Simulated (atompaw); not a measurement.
Pseudopotential generation for palladium: PAW (atompaw), PBE, scalar-relativistic.

- Element: palladium (Pd)
- Generator: atompaw 4.2.0.5
- Type: PAW
- Functional: PBE
- Relativity: scalar-relativistic
- Frozen core: [Kr]
- Valence charge: 10
- Reference configuration: 4d7 5s0 5p0 (charge +3)
- Partial waves: 5s (bound, empty): rc 1.70 bohr; 5s channel at -1.05 Ry: rc 1.70 bohr; 5p (bound, empty): rc 2.15 bohr; 5p channel at 1.25 Ry: rc 2.15 bohr; 4d (bound): rc 2.15 bohr; 4d channel at -0.15 Ry: rc 1.05 bohr
- Local potential: ultrasoft scheme with l = 3 at 0 Ry, radius 1.90 bohr
- Core correction: smooth core density matched at 2.05 bohr
- Augmentation charge: besselshape compensation charge, radius 1.80 bohr; PAW radius 2.15 bohr; waves and projectors: custom polynom2 7 10 vanderbiltortho

* Cutoffs needed: 21 Ry and 30 Ry (the cutoffs (Ry, on a coarse ladder) from which the occupation-weighted sum of valence levels, in a spherical-Bessel basis at the reference potential, stays within 10 and 1 mRy of its value at 400 Ry)
* Ghost test: ghost states, extra bound levels that the all-electron valence spectrum of the same l lacks: s at -137.6 eV, p at -101.3 eV, d at -30.3 eV; a true bound ghost makes a file unfit for plane-wave use (spherical-Bessel basis up to 400 Ry, 20 bohr box)
* Lowest eigenvalue of the overlap operator: 0.34 (p channel)
* Overlap eigenvalues printed by atompaw (projector basis): 0.26, 1.97, 3.66, 336, 452, 1.59e+05
* Share of each valence orbital outside the PAW sphere: 5s 61 %, 5p 77 %, 4d 7 %
